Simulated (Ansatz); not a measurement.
A structure relaxed at PBE0-D4/def2-TZVP in Ansatz, charge 0, doublet:

```csv
atom,x (Å),y (Å),z (Å)
Pt1,-1.1964,-0.5735,0.6040
Pt2,-0.0046,0.1893,-1.4454
Au3,1.2010,0.3841,0.8414
```

(1) Give its formula and point group.

(2) Summarise the bond lengths by kind (pairs closer than 1.2 times the sum of covalent radii, bridged metal pairs left out).

Answers

(1) Pt₂Au. Point group C2v (tolerance 0.1 Å).

(2) 2 × Au–Pt 2.59 Å; 1 × Pt–Pt 2.49 Å.

In the def2 sets Au, Pt take a core potential; there is no spin–orbit coupling. The relaxation made no stability test and no search for a lower SCF solution. The structure comes from a short search, and lower isomers may exist.
